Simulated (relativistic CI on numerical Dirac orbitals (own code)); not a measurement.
# The spin-orbit constant of Mn⁶⁺ from its measured fine structure

Problem. The ground term 2D of Mn⁶⁺ (3s2 3p6 3d) has the measured levels J = 3/2: 0.0, J = 5/2: 1350.0 cm⁻¹ (Corliss and Sugar, J. Phys. Chem. Ref. Data 6, 1253 (1977)). Test the interval rule and estimate ζ(3d).

Working.
1. In LS coupling E(J) − E(J − 1) = AJ. The intervals give A = 540.0 (J = 5/2) cm⁻¹.
2. A doublet has one interval, so the rule cannot be tested.
3. The whole width divided by the sum of the upper J values gives a mean A = 540.0 cm⁻¹.
4. For the Hund term of a shell that is less than half full, A = +ζ/2S with 2S = 1, so ζ = 540 cm⁻¹.

Check. The value calculated from Dirac-Coulomb-Breit radial functions of this configuration is ζ = 517 cm⁻¹, 4 % below the estimate from measurement. The same recipe applied to the calculated levels returns 519 cm⁻¹, which shows the bias of the recipe itself.
